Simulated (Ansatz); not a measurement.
Stepwise reaction of `O[SiH](O)[SiH2]F` with water, as a gas-phase model of exchange steps in deposition or etching. ΔE in kJ/mol.

Program: Ansatz. Geometries: PBE0-D4/def2-TZVP. ΔE: electronic, gas phase. CCSD(T)/CBS is the MP2 limit (def2-TZVPP, def2-QZVPP) plus CCSD(T) − MP2 in def2-TZVPP, frozen cores. This one scheme is used for every species. DFT in def2-TZVPP. B3LYP here is the variant with VWN-RPA as its local correlation; programs differ in this. One conformer a species, not always the lowest.

| step | reaction | PBE-D4 | B3LYP-D4 | ωB97M-V | CCSD(T)/CBS |
| --- | --- | --- | --- | --- | --- |
| 1 | `O[SiH](O)[SiH2]F` + H₂O → `O[SiH](O)[SiH](O)F` + H₂ | -89.5 | -93.9 | -94.8 | -90.6 |

Problem. Give the row of step 2, `O[SiH](O)[SiH](O)F` + H₂O → `O[SiH](F)[Si](O)(O)O` + H₂. (Estimate.)

Solution. Computed: 
```
step                                                  reaction  PBE-D4  B3LYP-D4  ωB97M-V  CCSD(T)/CBS
   2  `O[SiH](O)[SiH](O)F` + H₂O → `O[SiH](F)[Si](O)(O)O` + H₂   -95.1    -103.5   -103.1       -100.3
```

Problem. By hand: ΔE of the 2 steps together at CCSD(T)/CBS.

Solution. (-90.6) + (-100.3) = -190.9 kJ/mol, or -95.4 kJ/mol a step.

In ΔE each step is lower than the one before. All are downhill at CCSD(T)/CBS. PBE-D4 differs from CCSD(T)/CBS by 1.1 to 5.2 kJ/mol a step. Only this route is followed, and other bonds may react first. Isolated molecules leave out the surface, adducts and barriers. Largest T1 diagnostic: 0.013.
